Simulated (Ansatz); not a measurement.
Compare A (`F[C@H]1O[Si@H]1[GeH3]`) with its isomer B (`F[C@@H]1[O][Ge@H]1[SiH3]`).

Computed with Ansatz on PBE0-D4/def2-TZVP structures; ΔE is electronic, products minus reactants. CCSD(T)/CBS is the MP2 limit (def2-TZVPP, def2-QZVPP) plus CCSD(T) − MP2 in def2-TZVPP, frozen cores. Functionals use def2-TZVPP. B3LYP here is the variant with VWN-RPA as its local correlation; programs differ in this. For Ge outer-core shells are correlated without core-valence functions, which leaves a few kJ/mol of doubt a bond. Scalar relativity is left out up to krypton.

A:

```xyz
10

F    -1.518   -1.711    0.692
C    -1.426   -1.088   -0.515
O    -1.764    0.278   -0.448
Si   -0.119    0.150   -0.832
Ge    1.403    0.767    0.875
H    -1.996   -1.650   -1.253
H     0.212    0.553   -2.222
H     0.977    0.113    2.192
H     1.421    2.295    1.028
H     2.811    0.293    0.482
```

B:

Z-matrix (Å, degrees):
```
C
O 1 1.353
Ge 1 1.938 2 67.2
F 1 1.360 2 114.5 3 -112.8
H 1 1.092 2 117.4 3 117.5
Si 3 2.369 1 122.9 2 80.8
H 3 1.533 1 114.9 2 -88.1
H 6 1.483 3 107.6 1 11.0
H 6 1.485 3 110.3 1 -109.4
H 6 1.485 3 108.7 1 130.2
```

**Question.** Which is lower in electronic energy at CCSD(T)/CBS, and by how much? (An estimate is asked.)

**Answer.** Computed: A, by 44.6 kJ/mol.

**Question.** Give E(B) − E(A) in kJ/mol with ωB97M-V, HF/def2-TZVPP, MP2/def2-TZVPP, B3LYP, r2SCAN-D4, B3LYP-D4, B2PLYP. (Best estimate.)

**Answer.** Computed: ωB97M-V 53.2, HF/def2-TZVPP 62.5, MP2/def2-TZVPP 44.1, B3LYP 43.8, r2SCAN-D4 44.4, B3LYP-D4 44.7, B2PLYP 44.0. None reverses the order clearly.

Largest T1 diagnostic: 0.016.

In def2-TZVPP, CCSD(T) changes the Hartree–Fock value by −17.2 kJ/mol (the triples alone add −5.2 kJ/mol) and MP2 by −18.3 kJ/mol. From PBE to PBE0 (25 % exact exchange), in def2-TZVPP and without D4, E(B) − E(A) moves by +8.9 kJ/mol.
